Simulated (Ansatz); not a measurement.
Geometry optimisation, Ansatz 0.2.0, UKS B3LYP/def2-SVP.

input.yaml

```yaml
crystal:
  periodic: [false, false, false]
  atoms:
    - { symbol: W, position_ang: [0.115892, 0.305759, 0.311729] }
    - { symbol: F, position_ang: [-0.026851, -0.367306, 2.059894] }
    - { symbol: H, position_ang: [1.537456, -0.211414, -0.444137] }
    - { symbol: O, position_ang: [-0.22301, 2.046643, -0.311512] }
    - { symbol: H, position_ang: [-0.597965, 2.430402, -1.11805] }
    - { symbol: H, position_ang: [-1.362398, -0.190107, -0.276415] }
    - { symbol: H, position_ang: [-0.035792, -1.326927, -0.068527] }
    - { symbol: H, position_ang: [-0.044769, -0.042096, -1.333651] }
    - { symbol: F, position_ang: [0.003137, -0.147854, 4.390669] }
magnetization:
  spin_polarized: true
  initial_magnetization: 1
basis:
  gaussian: { orbitals: def2-SVP }
hamiltonian:
  xc: b3lyp
relax:
  f_tol: 0.03
  max_steps: 50
output:
  orbitals: {}
```

Launched with:

```bash
$ ansatz run input.yaml --threads 4 --pin off --max-ram 5120MiB --backend cpu --events-out ev --progress --plain --runs-dir out
```

**Question.** Where does it end, and by what steps?

**Answer.** The run converged. After 38 steps the energy has fallen by 4.696 eV; F9 moved furthest, 2.13 Å. Joined: W1–F9 (4.11 → 1.85 Å), H7–H8 (1.80 → 0.81 Å).

```tsv
step	energy less start (eV)	largest force component (eV/Å)	accepted
0	0.0000	0.835	yes
2	-0.0176	0.046	yes
4	-0.0205	0.049	yes
6	-0.0355	0.184	yes
8	-0.0958	0.266	yes
10	-0.2090	0.341	yes
12	-0.4359	0.662	yes
14	-0.9530	2.586	yes
16	-3.0976	1.217	yes
18	-3.6830	5.392	no
20	-4.1363	0.583	yes
22	-4.1950	0.715	yes
24	-4.2945	1.026	yes
26	-4.4879	1.418	yes
28	-4.4777	2.365	no
30	-4.6305	0.628	yes
32	-4.6749	0.335	yes
34	-4.6913	0.385	yes
36	-4.6951	0.040	yes
38	-4.6956	0.022	yes
```

```xyz
9
Properties=species:S:1:pos:R:3
W -0.090 0.267 0.930
F 0.251 -1.534 1.497
H 1.365 0.147 0.050
O -0.424 1.824 -0.145
H 0.268 2.378 -0.537
H -1.619 -0.252 0.392
H 0.221 -0.637 -0.846
H -0.583 -0.727 -0.748
F -0.025 1.031 2.617
```

Whether the end is a true minimum wasn't checked by a vibrational analysis.

Run time: 2 min on 4 threads of Arm Neoverse V1, with other jobs on the host, peak memory 0.3 GiB.
